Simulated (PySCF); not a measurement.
BHFBr, SMILES FBBr. The structure is a stationary point at B3LYP-D3(BJ)/def2-TZVP.

Computed with PySCF with B3LYP-D3(BJ)/def2-TZVP.

Harmonic wavenumbers (cm⁻¹): 326, 679, 827, 1090, 1308, 2695. Rotational constants (GHz): 59.31, 3.687, 3.471; symmetry number 1.

**Question.** Work out the zero-point energy and the ideal-gas rigid-rotor harmonic-oscillator thermochemistry at 298.15 K and 1 atm.

**Answer.** ZPE = ½ Σ hcν = ½ × 6926 cm⁻¹ = 9.90 kcal/mol. H − E(el) = 12.66 kcal/mol. Entropy in cal/(mol K): translation 40.02, rotation 23.56, vibration 1.89, total 65.47. G − E(el) = -6.86 kcal/mol. Cp = 11.48 cal/(mol K).
